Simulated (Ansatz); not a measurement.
Relaxation of ClH$_{6}$HfNO$_{3}$ (12 atoms, charge 0, multiplicity 1), to a largest force component of 0.03 eV/Å in at most 50 steps.

The calculation used RHF/def2-SVP in Ansatz 0.2.0.

```xyz
12
Properties=species:S:1:pos:R:3:forces:R:3
Hf -0.128 -0.249 0.195 -0.07 -0.08 0.66
Cl -0.152 -0.169 2.689 -0.08 -0.16 -0.71
O 1.657 -0.446 -0.511 0.01 0.00 0.02
H 2.474 -0.657 -0.922 -0.04 0.01 0.01
O -1.041 1.265 -0.579 -0.01 0.04 0.01
H -1.569 1.912 -1.008 0.03 -0.04 0.01
O -1.118 -1.819 -0.284 -0.02 -0.02 0.03
H -1.630 -2.581 -0.484 0.04 0.05 -0.01
N 1.565 2.502 1.295 -0.37 -0.47 0.85
H 2.244 1.956 0.801 0.03 -0.03 -0.04
H 0.850 2.825 0.672 -0.04 0.01 -0.03
H 1.158 1.958 2.064 0.50 0.68 -0.80
```

Where does it end, and by what steps?

The forces met the threshold. After 6 steps the energy has fallen by 0.103 eV; H12 moved furthest, 0.45 Å.

```csv
step,energy less start (eV),largest force component (eV/Å),accepted
0,0.0000,0.848,yes
1,-0.0605,0.557,yes
2,-0.0845,0.669,yes
3,-0.0754,1.011,no
4,-0.0932,0.395,yes
5,-0.1022,0.121,yes
6,-0.1035,0.022,yes
```

```xyz
12
Properties=species:S:1:pos:R:3
Hf -0.244 -0.419 0.185
Cl -0.284 -0.373 2.605
O 1.576 -0.538 -0.441
H 2.432 -0.664 -0.806
O -1.096 1.164 -0.515
H -1.559 1.876 -0.915
O -1.218 -1.972 -0.390
H -1.693 -2.726 -0.682
N 1.737 2.760 1.275
H 2.307 2.099 0.779
H 0.933 2.966 0.709
H 1.419 2.324 2.123
```

Whether the end is a true minimum wasn't checked by a vibrational analysis.

Time of the run: 8.5 s on 4 threads of INTEL(R) XEON(R) PLATINUM 8581C CPU @ 2.30GHz (Emerald Rapids) (shared host), peak memory 0.39 GiB.
